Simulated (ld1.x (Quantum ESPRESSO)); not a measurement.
## Which change was made? (Mg, PAW)

```json
{
  "Element": "Mg",
  "Generator": "ld1.x (Quantum ESPRESSO) 7.5",
  "Type": "PAW",
  "Functional": "PBE",
  "Relativity": "scalar-relativistic",
  "Frozen core": "[He]",
  "Valence charge": "10",
  "Reference configuration": "2s2 2p6 3s2 3p0",
  "Partial waves": "2s (bound): rcut 0.95, rcutus 1.10 bohr; 3s (bound): rcut 0.95, rcutus 1.10 bohr; 2p (bound): rcut 1.05, rcutus 1.15 bohr; 3p (bound, empty): rcut 1.05, rcutus 1.15 bohr; 3d channel at 0.2 Ry: rcut 1.15, rcutus 1.30 bohr; 3d channel at 2 Ry: rcut 1.15, rcutus 1.30 bohr",
  "Local potential": "all-electron potential smoothed inside 1.25 bohr (lloc = -1)",
  "Core correction": "Bessel-smoothed model core, default radius (core density twice the valence density)",
  "Augmentation charge": "PSQ, inside the norm-conserving radii"
}
```

Cutoffs, loose and tight: the cutoffs (Ry, on a coarse ladder) from which the occupation-weighted sum of valence levels, in a spherical-Bessel basis at the reference potential, stays within 10 and 1 mRy of its value at 400 Ry. They do not see the model core or the augmentation charge, which bear on the density cutoff. Test errors are all-electron minus pseudo excitation energies from the reference, over the configurations 2s2 2p6 3s1 3p0; 2s2 2p6 3s0 3p0; 2s2 2p6 3s1.5 3p0; 2s2 2p5 3s2 3p0; 2s2 2p6 3s0 3p2; 2s1 2p6 3s2 3p0; 2s2 2p6 3s1 3p1; variants that change the core or the reference have their own tests.

The base gives: outcome: generated; cutoff, loose: 70 Ry; cutoff, tight: 110 Ry; bound ghosts: none; largest test error (meV): -9.9.

On the changes marked as counting shells twice: ld1.x takes every shell without a wave as core, so the model core holds the marked electrons as well and exchange and correlation see them twice. This cancels in the reference configuration, but the file is broken for other ones, and its errors say nothing about a proper core correction.

Q: After one change the result is: outcome: generated; cutoff, loose: 70 Ry; cutoff, tight: 110 Ry; bound ghosts: none; largest test error (meV): -21. Which change was it?
A. type TM; waves now 2s (bound): rc 1.10 bohr; 3d channel at 0.2 Ry: rc 1.30 bohr; 2p (bound): rc 1.15 bohr; local potential the p channel (3s counted twice)
B. waves 2p (bound): rcut 1.05, rcutus 1.40 bohr; 3p (bound): rcut 1.05, rcutus 1.40 bohr
C. local potential all-electron potential smoothed inside 1.20 bohr (lloc = -2)
D. augmentation PSQ, radius 0.70 bohr

A: D. The others give: type TM; waves now 2s (bound): rc 1.10 bohr; 3d channel at 0.2 Ry: rc 1.30 bohr; 2p (bound): rc 1.15 bohr; local potential the p channel (3s counted twice) → outcome: generated; cutoff, loose: 140 Ry; cutoff, tight: 230 Ry; bound ghosts: none; largest test error (meV): -524 | local potential all-electron potential smoothed inside 1.20 bohr (lloc = -2) → outcome: generated; cutoff, loose: 70 Ry; cutoff, tight: 110 Ry; bound ghosts: none; largest test error (meV): -16 | waves 2p (bound): rcut 1.05, rcutus 1.40 bohr; 3p (bound): rcut 1.05, rcutus 1.40 bohr → outcome: generated; cutoff, loose: 55 Ry; cutoff, tight: 80 Ry; bound ghosts: none; largest test error (meV): test run stopped at test 1 of 7 (negative rho).
